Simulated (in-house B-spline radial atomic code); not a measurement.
## How G0W0 and RPA depend on the start: Co⁴⁺

Configuration [Ar] 3d5, highest spin. Computed with an all-electron radial atomic-structure program (B-spline basis): all electrons, non-relativistic, point nucleus, each spin shell either full or empty, empty states to l = 9 with an (l + 1/2)⁻⁴ tail; G0W0 by contour deformation at full frequency.

| start | mean-field 3d up (eV) | G0W0 (eV) | QP weight | RPA correlation (Eh) |
| --- | --- | --- | --- | --- |
| Hartree-Fock | -81.39 | -80.64 | 0.970 | -1.4254 |
| LDA VWN5 | -68.85 | -80.06 | 0.941 | -1.5759 |
| PBE | -68.66 | -79.96 | 0.940 | -1.573 |
| PBE0 | -72.08 | -80.18 | 0.952 | -1.5312 |
| r2SCAN | -69.40 | -79.95 | 0.946 | -1.5453 |
| HSE06 | -71.61 | -80.18 | 0.951 | -1.5345 |
| B3LYP (VWN-RPA) | -71.39 | -80.17 | 0.950 | -1.5406 |
| SCAN | -69.36 | -79.88 | 0.946 | -1.5439 |
| TPSS | -68.60 | -79.98 | 0.941 | -1.5637 |
| BHandHLYP | -75.33 | -80.38 | 0.960 | -1.494 |
| CAM-B3LYP | -73.40 | -80.36 | 0.955 | -1.5246 |
| LC-wPBE | -74.23 | -80.50 | 0.958 | -1.5251 |
| wB97X | -74.03 | ? | ? | ? |
| PBEsol | -68.62 | -80.00 | 0.940 | -1.5737 |
| BLYP | -68.47 | -79.97 | 0.939 | -1.5744 |
| r2SCAN0 | -72.63 | -80.16 | 0.955 | -1.513 |
| LDA exchange-only | -67.35 | ? | ? | ? |

(1) What G0W0 level, weight and RPA correlation energy follow from the wB97X start?

(2) What G0W0 level, weight and RPA correlation energy follow from the LDA exchange-only start?

(3) How much of the dependence on the start does G0W0 remove?

Answers

(1) G0W0 level -80.24 eV, weight 0.959, RPA correlation -1.5156 hartree.

(2) G0W0 level -80.23 eV, weight 0.936, RPA correlation -1.5763 hartree.

(3) The mean-field levels span 14 eV and the G0W0 levels 0.751 eV. Against 79.5 ± 0.2 eV (NIST, semi-empirical) the G0W0 removal energies are off by +0.38 to +1.14 eV, with relativity, Breit and QED terms left out.
